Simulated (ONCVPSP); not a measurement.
An all-electron radial function and its pseudo partner (arsenic (As))

Columns: radius, all-electron u(r) and pseudo u(r) of the 3s shell (level -190.31 eV) of arsenic in the configuration [Ne] 3s2 3p6 3d10 4s2 4p3; PBE, scalar-relativistic, ONCV scheme, ONCVPSP 4.0.1.

| r (bohr) | all-electron | pseudo |
| --- | --- | --- |
| 0.053 | 0.0986 | 0.1678 |
| 0.105 | -0.6402 | 0.3348 |
| 0.158 | -0.7441 | 0.5081 |
| 0.210 | -0.3779 | 0.6789 |
| 0.262 | 0.1488 | 0.8457 |
| 0.315 | 0.6536 | 1.0040 |
| 0.368 | 1.0401 | 1.1414 |
| 0.420 | 1.2869 | 1.2470 |
| 0.473 | 1.4162 | 1.3171 |
| 0.525 | 1.4489 | 1.3447 |
| 0.578 | 1.4147 | 1.3320 |
| 0.630 | 1.3370 | 1.2831 |
| 0.683 | 1.2316 | 1.2034 |
| 0.735 | 1.1157 | 1.1043 |
| 0.788 | 0.9943 | 0.9912 |
| 0.840 | 0.8780 | 0.8775 |
| 0.893 | 0.7664 | 0.7662 |
| 0.945 | 0.6657 | 0.6655 |
| 0.998 | 0.5730 | 0.5728 |
| 1.050 | 0.4920 | 0.4919 |
| 1.102 | 0.4207 | 0.4206 |
| 1.155 | 0.3572 | 0.3571 |
| 1.208 | 0.3024 | 0.3023 |
| 1.260 | 0.2560 | 0.2560 |
| 1.313 | 0.2155 | 0.2155 |
| 1.365 | 0.1817 | 0.1816 |

(1) How many radial nodes do the two functions have?

(2) At about which radius was the pseudo-wave matched?

(3) Is the pseudo-wave norm-conserving?

## Answers

(1) The all-electron 3s function has n − l − 1 = 2; the pseudo-wave has 0, since the states of the same l below it are removed with the core.

(2) 0.90 bohr, where the columns begin to agree (steps of 0.05 bohr).

(3) Yes: the ONCV scheme keeps the norm inside the radius equal to the all-electron one, which fixes the energy derivative of the logarithmic derivative at the level.
